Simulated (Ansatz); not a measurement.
C₂H₉AlSSi. The species carries charge 0 and has multiplicity 1. The bonds changed during the relaxation, so this is another structure than the one it started from. The structure was optimised at the PBE0-D4/def2-TZVP level. It is one conformer, not always the lowest.

```xyz
14

C    -0.267   -2.137   -0.142
C    -0.734   -0.724   -0.410
S     0.660    0.325   -0.959
Si   -0.125    2.360   -0.334
Al    1.337    1.225    1.202
H    -1.120   -2.761    0.139
H     0.454   -2.160    0.677
H     0.199   -2.576   -1.026
H    -1.170   -0.278    0.487
H    -1.479   -0.684   -1.206
H     0.330    3.264   -1.427
H    -1.601    2.202   -0.474
H     0.653    0.296    2.293
H     2.863    1.648    1.180
```

Q: What is the dipole moment at r2SCAN/def2-TZVPP? (Estimate.)

A: The calculation gave: 2.44 D, with components (-1.92, -1.35, -0.69) D in this frame, pointing from negative to positive charge.

Q: And with PBE, B3LYP, ωB97M-V? (An estimate is asked.)

A: The calculation gave: PBE 2.36 D, B3LYP 2.26 D, ωB97M-V 2.20 D.

Q: Give the Mulliken charges with r2SCAN, PBE, B3LYP in def2-TZVPP. (Estimate.)

A: Ansatz gave: 
| atom | r2SCAN | PBE | B3LYP |
| --- | --- | --- | --- |
| C1 | -0.14 | -0.24 | -0.24 |
| C2 | 0.00 | -0.10 | -0.11 |
| S3 | -0.16 | -0.12 | -0.16 |
| Si4 | 0.07 | 0.03 | 0.09 |
| Al5 | 0.38 | 0.26 | 0.33 |
| H6 | 0.05 | 0.09 | 0.09 |
| H7 | 0.07 | 0.10 | 0.10 |
| H8 | 0.06 | 0.09 | 0.09 |
| H9 | 0.08 | 0.12 | 0.11 |
| H10 | 0.07 | 0.12 | 0.12 |
| H11 | -0.06 | -0.04 | -0.05 |
| H12 | -0.06 | -0.04 | -0.05 |
| H13 | -0.18 | -0.14 | -0.16 |
| H14 | -0.17 | -0.12 | -0.15 |

B3LYP here is the variant with VWN-RPA as its local correlation; programs differ in this.
